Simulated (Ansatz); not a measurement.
CH7GeNSi can be A, `C=N[SiH2][GeH3]`, or B, `[SiH3][GeH]1[CH2][NH]1`.

Gas-phase electronic energies from Ansatz, PBE0-D4/def2-TZVP geometries. CBS: MP2 limit from def2 TZ/QZ plus the TZ coupled-cluster correction, frozen cores. Functionals use def2-TZVPP. B3LYP here is the variant with VWN-RPA as its local correlation; programs differ in this. For Ge outer-core shells are correlated without core-valence functions, which leaves a few kJ/mol of doubt a bond. Scalar relativity is left out up to krypton. One conformer a species, not always the lowest.

A:

```xyz
11

C    -0.2405    2.3234   -0.1577
N    -0.5562    1.2012   -0.6306
Si   -0.8040   -0.2335    0.3307
Ge    0.8825   -1.8024   -0.2624
H    -0.1075    2.5283    0.9168
H    -0.0807    3.1783   -0.8248
H    -0.7486    0.0532    1.7990
H    -2.1466   -0.7738   -0.0029
H     0.8139   -2.1482   -1.7578
H     2.2757   -1.2260    0.0432
H     0.7120   -3.1004    0.5467
```

B:

Z-matrix (Å, degrees):
```
Si
Ge 1 2.352
H 1 1.486 2 111.2
H 1 1.487 2 106.4 3 -119.2
H 1 1.486 2 111.7 3 121.6
C 2 1.933 1 117.0 3 105.7
N 2 1.899 1 114.7 3 155.8
H 2 1.529 1 123.0 3 -64.7
H 6 1.088 2 117.7 1 -12.8
H 6 1.086 2 118.1 1 -155.3
H 7 1.014 2 112.9 1 0.8
```

Which is lower in electronic energy at CCSD(T)/CBS, and by how much? (An estimate is asked.)

The calculation gave: A, by 77.0 kJ/mol.

Give E(B) − E(A) in kJ/mol with CCSD(T)/def2-TZVPP, B3LYP-D4, ωB97M-V, CCSD/def2-TZVPP, B3LYP, PBE0-D4, PBE-D4. (An estimate is asked.)

Computed: CCSD(T)/def2-TZVPP 83.5, B3LYP-D4 96.5, ωB97M-V 87.4, CCSD/def2-TZVPP 90.1, B3LYP 96.7, PBE0-D4 73.7, PBE-D4 69.5. None reverses the order clearly.

Largest T1 diagnostic: 0.013.

In def2-TZVPP, CCSD(T) changes the Hartree–Fock value by −52.5 kJ/mol (the triples alone add −6.6 kJ/mol) and MP2 by −64.9 kJ/mol. From PBE to PBE0 (25 % exact exchange), in def2-TZVPP and without D4, E(B) − E(A) moves by +4.1 kJ/mol.
